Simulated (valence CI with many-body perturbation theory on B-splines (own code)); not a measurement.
# E1 line list for Tb LIII

Level of theory: valence CI with perturbative core correlation (CI+MBPT): three valence electrons over a frozen Dirac-Fock core [Ne], a basis of 11 s, 11 p, 10 d, 8 f, 5 g, 2 h functions for each j, with the one-electron correlation potential Σ1, the two-electron term Σ2, the three-electron term Σ3, Breit, model QED; selected CI, second order for the rest, scaled by the run's own slope (own B-spline code, finite nucleus).

The last digits are not significant, and no measured levels were compared; by estimate large intervals hold to a few tenths of a per cent, small ones and those within an open d or f shell to about a per cent.

Lines 1 to 50 of 584 in falling wavelength, among levels below 175.35 Ry, chosen from the strongest by gf and those to the six lowest levels. Wavelengths and rates use the calculated energies. Electric multipoles are in the length gauge with retardation, E1 and E2 with the static RPA response of the core. Weak lines are less certain than strong ones. Lines between different terms over intervals too small for the method are left out, as are lines whose strength nearly cancels. The highest levels of a list are the least certain.

Levels are named by their leading jj configuration (3d3/2^4 stands for four electrons in 3d with j = 3/2), which in mixed levels can hold well under half, so a name can repeat and another be missing. Letters in brackets count levels of one name in rising energy.

```
λ vac (Å)                          Upper                       Lower   A (s⁻¹)  S (a.u.) with core polarisation  S without
    218.4     (3s 3p1/2 4p1/2) J=1/2 [a]     (3s 3p1/2 4s) J=1/2 [a]  8.17e+09                         8.40e-02   8.43e-02
    208.9         (3s 3p1/2 4p1/2) J=3/2         (3s 3p1/2 4s) J=3/2  5.22e+09                         9.40e-02   9.43e-02
    203.9             (3s^2 3p3/2) J=3/2          (3s 3p1/2^2) J=1/2  1.60e+07                         2.67e-04   2.72e-04
    202.0             (3s^2 4p1/2) J=1/2             (3s^2 4s) J=1/2  1.09e+10                         8.89e-02   8.91e-02
    169.7     (3s 3p1/2 4p1/2) J=1/2 [b]         (3s 3p1/2 4s) J=3/2  1.31e+10                         6.33e-02   6.36e-02
    111.3     (3s 3p1/2 3p3/2) J=3/2 [a]          (3s^2 3p3/2) J=3/2  1.39e+09                         3.79e-03   3.85e-03
    107.4  (3p1/2 3p3/2 3d5/2) J=7/2 [b]  (3s 3p3/2 3d5/2) J=5/2 [b]  8.67e+09                         4.24e-02   4.32e-02
    105.1      (3p1/2 3p3/2 3d5/2) J=9/2  (3s 3p3/2 3d5/2) J=7/2 [b]  7.02e+09                         4.02e-02   4.09e-02
    103.2      (3p1/2 3d3/2 3d5/2) J=9/2  (3s 3d3/2 3d5/2) J=7/2 [b]  1.76e+10                         9.58e-02   9.74e-02
    100.9  (3p1/2 3d3/2 3d5/2) J=7/2 [a]  (3s 3d3/2 3d5/2) J=5/2 [a]  8.04e+09                         3.26e-02   3.32e-02
    98.15         (3s 3p1/2 3d5/2) J=7/2          (3s^2 3d5/2) J=5/2  1.53e+10                         5.71e-02   5.81e-02
    98.11         (3s 3p1/2 3p3/2) J=5/2          (3s^2 3p3/2) J=3/2  9.24e+09                         2.58e-02   2.63e-02
    97.04  (3p1/2 3d3/2 3d5/2) J=7/2 [a]  (3s 3d3/2 3d5/2) J=7/2 [a]  9.23e+09                         3.33e-02   3.39e-02
    96.76          (3p1/2 3d5/2^2) J=9/2          (3s 3d5/2^2) J=7/2  2.75e+10                         1.23e-01   1.25e-01
    96.51      (3p1/2 3d3/2 3d5/2) J=9/2      (3s 3d3/2 3d5/2) J=9/2  9.44e+09                         4.19e-02   4.26e-02
    96.03          (3p1/2 3d5/2^2) J=5/2          (3s 3d5/2^2) J=3/2  2.11e+10                         5.53e-02   5.62e-02
    93.03      (3p1/2 3p3/2 3d5/2) J=9/2  (3s 3p3/2 3d5/2) J=7/2 [a]  1.13e+10                         4.47e-02   4.55e-02
    91.71          (3p1/2^2 3p3/2) J=3/2  (3s 3p1/2 3p3/2) J=3/2 [b]  6.69e+09                         1.02e-02   1.04e-02
    91.43     (3s 3p1/2 3d5/2) J=5/2 [b]          (3s^2 3d5/2) J=5/2  1.20e+10                         2.71e-02   2.76e-02
    91.18             (3s 3p1/2^2) J=1/2          (3s^2 3p1/2) J=1/2  2.45e+10                         1.84e-02   1.87e-02
    90.51  (3p1/2 3p3/2 3d5/2) J=5/2 [a]  (3s 3p3/2 3d5/2) J=3/2 [a]  1.67e+10                         3.67e-02   3.74e-02
    89.92          (3p1/2 3d5/2^2) J=1/2          (3s 3d5/2^2) J=1/2  4.65e+10                         3.34e-02   3.40e-02
    89.91  (3p1/2 3d3/2 3d5/2) J=5/2 [b]  (3s 3d3/2 3d5/2) J=5/2 [b]  1.45e+10                         3.13e-02   3.18e-02
    89.61      (3p1/2 3p3/2 3d3/2) J=7/2      (3s 3p3/2 3d3/2) J=7/2  1.35e+10                         3.83e-02   3.90e-02
    88.72          (3p1/2 3d5/2^2) J=3/2          (3s 3d5/2^2) J=5/2  3.29e+10                         4.54e-02   4.62e-02
    88.64  (3p1/2 3p3/2 3d5/2) J=3/2 [b]      (3s 3p3/2 3d5/2) J=1/2  1.95e+10                         2.68e-02   2.73e-02
    88.05          (3p1/2^2 3d5/2) J=5/2      (3s 3p1/2 3d5/2) J=3/2  2.62e+10                         5.31e-02   5.39e-02
    87.89          (3p1/2 3d5/2^2) J=5/2          (3s 3d5/2^2) J=5/2  2.50e+10                         5.02e-02   5.11e-02
    87.29  (3p1/2 3d3/2 3d5/2) J=7/2 [b]  (3s 3d3/2 3d5/2) J=7/2 [b]  1.14e+10                         3.00e-02   3.05e-02
    86.96          (3p1/2 3d5/2^2) J=7/2          (3s 3d5/2^2) J=9/2  3.20e+10                         8.32e-02   8.46e-02
    86.70          (3p1/2 3d3/2^2) J=3/2          (3s 3d3/2^2) J=5/2  2.61e+10                         3.36e-02   3.42e-02
    85.60             (3s^2 4p3/2) J=3/2             (3s^2 4s) J=1/2  1.65e+11                         2.05e-01   2.06e-01
    85.52          (3p1/2 3d5/2^2) J=9/2          (3s 3d5/2^2) J=9/2  2.18e+10                         6.74e-02   6.85e-02
    85.38     (3s 3p1/2 3p3/2) J=3/2 [b]          (3s^2 3p3/2) J=3/2  1.61e+10                         1.98e-02   2.02e-02
    85.25          (3p1/2^2 3d5/2) J=5/2  (3s 3p1/2 3d5/2) J=5/2 [b]  2.82e+10                         5.18e-02   5.27e-02
    84.16  (3p1/2 3p3/2 3d5/2) J=5/2 [a]  (3s 3p3/2 3d5/2) J=5/2 [a]  2.04e+10                         3.61e-02   3.67e-02
    83.27     (3s 3p1/2 3d3/2) J=3/2 [a]  (3s 3p1/2 3p3/2) J=3/2 [b]  1.49e+10                         1.69e-02   1.72e-02
    82.48  (3p1/2 3p3/2 3d5/2) J=7/2 [b]  (3s 3p3/2 3d5/2) J=7/2 [a]  1.57e+10                         3.48e-02   3.54e-02
    82.44  (3p1/2 3d3/2 3d5/2) J=7/2 [b]      (3s 3d3/2 3d5/2) J=9/2  3.77e+10                         8.34e-02   8.49e-02
    81.73          (3p1/2 3p3/2^2) J=5/2          (3s 3p3/2^2) J=5/2  1.99e+10                         3.22e-02   3.28e-02
    80.79  (3p1/2 3p3/2 3d5/2) J=5/2 [b]  (3s 3p3/2 3d5/2) J=7/2 [a]  2.38e+10                         3.72e-02   3.79e-02
    80.64         (3s 3p1/2 3p3/2) J=1/2          (3s^2 3p3/2) J=3/2  2.25e+10                         1.16e-02   1.18e-02
    80.49          (3p1/2^2 3p3/2) J=3/2      (3s 3p1/2 3p3/2) J=5/2  4.05e+10                         4.17e-02   4.25e-02
    80.16  (3p1/2 3p3/2 3d5/2) J=7/2 [a]      (3s 3p3/2 3d5/2) J=9/2  4.04e+10                         8.21e-02   8.35e-02
    80.14          (3p1/2^2 3d5/2) J=5/2      (3s 3p1/2 3d5/2) J=7/2  5.30e+10                         8.08e-02   8.22e-02
    80.13          (3p1/2^2 3d3/2) J=3/2      (3s 3p1/2 3d3/2) J=5/2  5.79e+10                         5.88e-02   5.98e-02
    79.66          (3p1/2 3p3/2^2) J=3/2          (3s 3p3/2^2) J=5/2  3.74e+10                         3.73e-02   3.80e-02
    77.70  (3p1/2 3d3/2 3d5/2) J=5/2 [b]  (3s 3d3/2 3d5/2) J=7/2 [a]  2.34e+10                         3.25e-02   3.31e-02
    77.57         (3s 3p1/2 3d3/2) J=5/2  (3s 3p1/2 3p3/2) J=3/2 [b]  3.80e+09                         5.25e-03   5.34e-03
    77.50  (3p1/2 3p3/2 3d3/2) J=5/2 [b]      (3s 3p3/2 3d3/2) J=7/2  4.62e+10                         6.37e-02   6.48e-02
```
